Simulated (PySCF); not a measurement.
Mapped SMILES: `[F:1][c:2]1[cH:3][c:4]([F:5])[c:6]2[c:7]([cH:8]1)[CH2:9]2`. Each H is labelled by its parent atom.

Calculated, not measured (PySCF): shieldings: GIAO PBE0/pcSseg-1, coordinates at the PBE0-D3(BJ)/def2-SVP level. Non-relativistic Hamiltonian, gas phase, one conformer, fast rotation and ring inversion assumed for equivalent nuclei.

Chemical shifts δ = σref − σ; ¹³C vs TMS, all at this level.

Task: Do the ¹³C shifts follow the atomic charges (in e)? Tabulate both.

Result: 
| atoms | hybridisation | δ (ppm) | σ para (ppm) | Hirshfeld | IAO | Mulliken | ESP-fitted |
| --- | --- | --- | --- | --- | --- | --- | --- |
| C2 | sp2 | 173.1 | -242 | +0.09 | +0.31 | +0.32 | +0.41 |
| C4 | sp2 | 159.0 | -223 | +0.10 | +0.30 | +0.36 | +0.33 |
| C7 | sp2 | 138.9 | -225 | -0.01 | +0.01 | -0.10 | +0.17 |
| C3 | sp2 | 109.4 | -182 | -0.09 | -0.24 | -0.25 | -0.51 |
| C6 | sp2 | 104.6 | -191 | -0.05 | -0.09 | -0.19 | -0.07 |
| C8 | sp2 | 104.0 | -172 | -0.07 | -0.21 | -0.13 | -0.45 |
| C9 | sp3 | 25.1 | -96 | -0.05 | -0.24 | -0.06 | -0.35 |

Correlation coefficients of δ with charge over these carbons: Hirshfeld +0.70, IAO +0.82, Mulliken +0.59, ESP-fitted +0.75; with the paramagnetic shielding -0.98. Among the 6 sp2 carbons alone: Hirshfeld +0.96, IAO +0.95, Mulliken +0.91, ESP-fitted +0.90. With so few points, grouped by hybridisation, these coefficients are fragile. Charge is one influence among several: hybridisation and low-lying excitations act through the paramagnetic term.

Shifts are as computed. Against solution values, carbons near 30 ppm lie about +2 ppm off and those near 130 ppm about +5 ppm. Of 1211 compounds with measured shifts, 218 miss one by over three times the rms of a fit or turn the order of signals round; such compounds aren't used in these exercises.
